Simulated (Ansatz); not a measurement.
Reaction (SMILES): O[Si](O)(F)F + 4 [H][H] (H2) -> 2 F (HF) + 2 O (H2O) + [SiH4] (SiH4)
Geometries: B3LYP-D3(BJ)/def2-TZVP minima from Ansatz (a quantum-chemistry and plane-wave program), one conformer each, not searched for the lowest.

Wanted: energy of full hydrogenation (electronic energy difference), in kcal/mol. Valence correlation only, unless marked. Spin-orbit coupling is left out. No relativistic terms. Basis-set limits of correlation are two-point, X^-3; Hartree-Fock from the larger set.

| level | program | energy of full hydrogenation (kcal/mol) |
|---|---|---|
| SVWN5/def2-TZVPD | Ansatz | (withheld) |
| B3LYP-D3(BJ)/def2-TZVPD | Ansatz + dftd3 | 101.9 |
| r2SCANh/def2-TZVPD | Ansatz | 108.1 |
| HSE06-D4/def2-TZVPD | Ansatz + dftd4 | (withheld) |
| SCS-MP2/aug-cc-pV(D+d)Z | Ansatz | 81.9 |
| CCSD(T)/CBS(cc-pV(T+d)Z,cc-pV(Q+d)Z) | Ansatz | 107.1 |

### Question
Fill in the missing entries.

### Answer

- SVWN5/def2-TZVPD, energy of full hydrogenation (kcal/mol): 98.2
- HSE06-D4/def2-TZVPD, energy of full hydrogenation (kcal/mol): 96.2
